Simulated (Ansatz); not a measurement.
Species: C8H13BO, SMILES `B[C@]12CC[C@H](CC1)[C@@H]2C=O` (charge 0, multiplicity 1).

Task: Give a relaxed geometry from Ansatz (a quantum-chemistry and plane-wave program) with PBE0-D4/def2-SVP.

Result: Several could match; the one computed here: the end point of this relaxation, one of several conformers (outside a Z-matrix the atoms follow the SMILES, hydrogens last).
Bonded distances (Å): B1–C2 1.549, B1–H11 1.211, B1–H12 1.212, C2–C3 1.569, C2–C7 1.541, C2–C8 1.552, C3–C4 1.555, C3–H13 1.103, C3–H14 1.100, C4–C5 1.531, C4–H15 1.101, C4–H16 1.101, C5–C6 1.538, C5–C8 1.532, C5–H17 1.099, C6–C7 1.550, C6–H18 1.101, C6–H19 1.098, C7–H20 1.100, C7–H21 1.101, C8–C9 1.500, C8–H22 1.106, C9–O10 1.203, C9–H23 1.124. Bond angles (°): C2–B1–H11 120.6, C2–B1–H12 120.4, H11–B1–H12 118.7, B1–C2–C3 102.8, B1–C2–C7 121.5, B1–C2–C8 121.8, C3–C2–C7 106.6, C3–C2–C8 99.7, C7–C2–C8 101.5, C2–C3–C4 103.4, C2–C3–H13 112.1, C2–C3–H14 110.4, C4–C3–H13 110.9, C4–C3–H14 113.2, H13–C3–H14 107.0, C3–C4–C5 103.6, C3–C4–H15 112.1, C3–C4–H16 110.7, C5–C4–H15 112.2, C5–C4–H16 111.0, H15–C4–H16 107.3, C4–C5–C6 108.4, C4–C5–C8 100.4, C4–C5–H17 114.4, C6–C5–C8 102.6, C6–C5–H17 113.8, C8–C5–H17 115.8, C5–C6–C7 103.5, C5–C6–H18 111.1, C5–C6–H19 110.4, C7–C6–H18 112.8, C7–C6–H19 111.2, H18–C6–H19 107.7, C2–C7–C6 103.8, C2–C7–H20 111.2, C2–C7–H21 110.7, C6–C7–H20 113.6, C6–C7–H21 111.0, H20–C7–H21 106.6, C2–C8–C5 95.3, C2–C8–C9 113.8, C2–C8–H22 109.9, C5–C8–C9 117.8, C5–C8–H22 113.1, C9–C8–H22 106.6, C8–C9–O10 125.7, C8–C9–H23 113.9, O10–C9–H23 120.4.
